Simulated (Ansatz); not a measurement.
The Ansatz (a first-principles code) input:
Ansatz 0.2 input:
```yaml
crystal:
  periodic: [false, false, false]
  atoms:
    - {symbol: B, position_ang: [-0.00000000, -0.00000000, -0.19417233]}
    - {symbol: H, position_ang: [0.00000000, 0.00000000, 0.97086163]}
basis:
  gaussian:
    orbitals: aug-cc-pVTZ
hamiltonian:
  xc: pbe
```

Task: What does this run give for the total energy, number of basis functions?

Result: 
```json
{
 "total_energy": "-25.236513 Ha",
 "number_of_basis_functions": "69"
}
```
